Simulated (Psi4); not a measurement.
# InH2Br (SMILES [Br][InH2]): methods side by side

InH2Br: 4 atoms, total charge 0, spin state singlet. SMILES: `[Br][InH2]`. The shape was relaxed beforehand at PBE0/def2-TZVP.

Each level gives the HOMO–LUMO gap (eV). The values are calculated.

```tsv
level	kind	program	value (eV)	CPU time
PBE-D4/def2-TZVPP (density fitting, core potential)	GGA	Psi4	3.86	63 s
r2SCAN-D4/def2-TZVPP (density fitting, core potential)	meta-GGA	Psi4	4.43	2 min
B3LYP-D4/def2-TZVPP (density fitting, core potential)	global hybrid	Psi4	5.27	50 s
PBE0-D4/def2-TZVPP (density fitting, core potential)	global hybrid	Psi4	5.80	49 s
wB97M-V/def2-TZVPP (density fitting, core potential)	range-separated hybrid	Psi4	9.53	2 min
```

The values span 3.86 to 9.53 eV. Orbital gaps aren't excitation energies; they tend to grow with the share of exact exchange. Times are those of the runs behind each value, whatever else they computed, on shared processors of several kinds: orders of magnitude only.
